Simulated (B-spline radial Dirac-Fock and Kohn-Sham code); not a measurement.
## Dipole and non-dipole photoemission parameters of Pd⁵⁺ 2p3/2

System: Pd⁵⁺ in the configuration 1s2 2s2 2p6 3s2 3p6 3d10 4s2 4p6 4d5; threshold 3256.6 eV (orbital energy of the model). The computed values come from a radial atomic solver: Dirac-Hartree-Slater photoionisation with a Latter tail; cross sections with all multipoles, angular parameters from the dipole term and its interference with E2.

For linearly polarised light dσ/dΩ = σ/(4π) [1 + β P₂(cos θ) + (δ + γ cos²θ) sin θ cos φ], with θ from the polarisation vector and φ the angle between the beam and the projection of the electron momentum on the plane normal to the polarisation.

```csv
hν (eV),σ (kb),β,γ,δ
3450,138,1.162,-0.323,-0.002
4000,93.5,1.407,-0.071,0.023
4430,70.7,1.461,0.121,0.031
5280,43.3,1.488,0.434,0.042
5414.7,40.3,1.488,0.478,0.043
6000,?,?,?,?
6210,27.2,1.477,0.705,0.052
7160,17.9,1.450,0.928,0.061
8047.8,12.6,1.420,1.103,0.071
9960,6.60,1.349,1.405,0.092
10800,5.13,1.318,1.513,0.102
11500,4.22,1.292,1.594,0.110
12000,3.69,1.274,1.646,0.116
```

Question: Give the values at 6000 eV.

Answer: σ = 30.0 kb, β = 1.481, γ = 0.649, δ = 0.049.
